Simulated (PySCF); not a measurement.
Static response to an electric field

Species: C₅H₉BO₂.
Atom-mapped SMILES: `[CH3:1][B:2]([CH3:3])[C@H:4]1[CH2:5][O:6][C:7]1=[O:8]` (hydrogens: H9, H10, H11 on C1; H12, H13, H14 on C3; H15 on C4; H16, H17 on C5)

Geometry (PBE0-D3(BJ)/def2-SVP, Å), atoms numbered from 1 in this order:
```
atom  x, y, z in Å
C1    -1.298    1.120   -1.284
B2    -0.601    0.424   -0.068
C3    -1.362   -0.544    0.900
C4     0.939    0.731    0.155
C5     1.882   -0.155    0.972
O6     2.671   -0.428   -0.210
C7     1.881    0.361   -0.984
O8     1.984    0.584   -2.145
H9    -2.224    0.627   -1.614
H10   -0.621    1.272   -2.139
H11   -1.590    2.132   -0.939
H12   -0.982   -0.562    1.933
H13   -1.187   -1.560    0.491
H14   -2.453   -0.403    0.907
H15    1.024    1.812    0.373
H16    2.490    0.343    1.742
H17    1.452   -1.084    1.375
```

Level: CAM-B3LYP/def2-SVPD (PySCF), static field, nuclei fixed, core orbitals frozen in the response. The polarisability tensor in these axes (au):

```
x   81.20 -2.26 -0.42
y   -2.26 67.17 -8.43
z   -0.42 -8.43 81.30
```

Question: Give the principal values, the mean and the anisotropy Δα = √{½[(α1 − α2)² + (α2 − α3)² + (α1 − α3)²]}.

Answer: Principal values 62.96, 81.39 and 85.31 au; mean 76.56 au = 11.34 Å³ = 12.62 × 10⁻⁴⁰ C²·m²/J; Δα = 20.67 au (27 % of the mean).

Question: What is the dipole moment, and where does it point?

Answer: (-2.37, 0.46, 3.80) D, 4.50 D in size, pointing from the negative to the positive side. Measured along this direction, the outermost atoms are O8 at the negative end and H12 and H14 at the positive end.

Question: Find the Langevin capture rate constant for NH4+ (18.034 u) meeting this molecule (112.070 u), k = 2.342 × 10⁻⁹ cm³/s × √(α in Å³ / reduced mass in u).

Answer: The reduced mass is 15.53 u, so k = 2.00 × 10⁻⁹ cm³/s. The formula leaves out the permanent dipole, which adds to the capture rate.

Question: Molar refractivity from α?

Answer: Lorentz–Lorenz: R = (4π/3)N_A α = 2.5225 cm³/(mol·Å³) × 11.34 Å³ = 28.6 cm³/mol, in the limit of long wavelengths.

Question: What depolarisation ratio follows for Rayleigh scattering of linearly polarised light, taking the static tensor?

Answer: ρ = 3Δα²/(45ᾱ² + 4Δα²) = 1281.7/(263734 + 1708.9) = 0.00483.

The structure is a single PBE0-D3(BJ)/def2-SVP conformer in the gas phase; no vibrational or solvent corrections.
